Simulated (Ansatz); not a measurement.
Steps of a relaxation of FGa₂H₃ (`[F][GaH][GaH2]`) with RKS PBE0-D4/def2-TZVP.

```sh
$ ansatz run in.yaml --threads 2 --pin off --events-out ev --progress --plain --max-ram 4352MiB
```

```yaml
crystal:
  periodic: [false, false, false]
  atoms:
    - {symbol: F, position_ang: [-0.564807, -2.316671, 0.558122]}
    - {symbol: Ga, position_ang: [-0.778202, -0.834172, -0.418727]}
    - {symbol: Ga, position_ang: [0.758894, 0.975776, 0.285862]}
    - {symbol: H, position_ang: [-1.910227, -1.040430, -1.513676]}
    - {symbol: H, position_ang: [2.200839, 1.128889, -0.357928]}
    - {symbol: H, position_ang: [0.335604, 2.022607, 1.400146]}
basis:
  gaussian: {orbitals: def2-TZVP}
hamiltonian: {xc: pbe0, dispersion: d4}
relax: {f_tol: 0.005, max_steps: 150}
```

Positions (Å) and forces (eV/Å) along the path, 5 of 5 steps:

```xyz
6
step=1 energy=-107507.3017 eV
F    -0.565   -2.317    0.558   -0.028    0.305   -0.181
Ga   -0.778   -0.834   -0.419   -0.091   -0.290    0.039
Ga    0.759    0.976    0.286    0.102    0.115    0.052
H    -1.910   -1.040   -1.514    0.162    0.041    0.154
H     2.201    1.129   -0.358   -0.182   -0.035    0.070
H     0.336    2.023    1.400    0.038   -0.136   -0.134
6
step=2 energy=-107507.3088 eV
F    -0.546   -2.286    0.566   -0.032    0.125   -0.103
Ga   -0.778   -0.827   -0.428   -0.001   -0.128    0.085
Ga    0.755    0.969    0.287    0.011    0.038   -0.015
H    -1.902   -1.033   -1.509    0.026   -0.010    0.025
H     2.184    1.111   -0.358   -0.021   -0.001    0.024
H     0.328    2.002    1.396    0.017   -0.024   -0.017
6
step=3 energy=-107507.3097 eV
F    -0.553   -2.292    0.556   -0.003    0.046   -0.022
Ga   -0.778   -0.827   -0.421    0.018   -0.052    0.026
Ga    0.755    0.974    0.282   -0.003   -0.014    0.009
H    -1.897   -1.035   -1.503   -0.019    0.001   -0.014
H     2.184    1.113   -0.354    0.010    0.003   -0.009
H     0.331    2.002    1.392   -0.003    0.016    0.010
6
step=4 energy=-107507.3098 eV
F    -0.552   -2.288    0.558   -0.001    0.010   -0.006
Ga   -0.778   -0.828   -0.424    0.003   -0.011    0.010
Ga    0.755    0.973    0.284   -0.003   -0.003    0.000
H    -1.899   -1.037   -1.504   -0.003    0.001   -0.004
H     2.184    1.113   -0.354    0.004    0.001   -0.002
H     0.332    2.002    1.394   -0.001    0.003    0.002
6
step=5 energy=-107507.3098 eV
F    -0.552   -2.288    0.558    0.000    0.001   -0.001
Ga   -0.778   -0.828   -0.423    0.000   -0.002    0.002
Ga    0.755    0.973    0.284   -0.001   -0.001    0.000
H    -1.900   -1.037   -1.505    0.000    0.001   -0.001
H     2.185    1.113   -0.354    0.000    0.000    0.000
H     0.332    2.003    1.394    0.000    0.000    0.000
```

Hardware: 2 threads of an Arm Neoverse V1 on a shared host. Wall time 19 s, peak host memory 0.37 GiB.
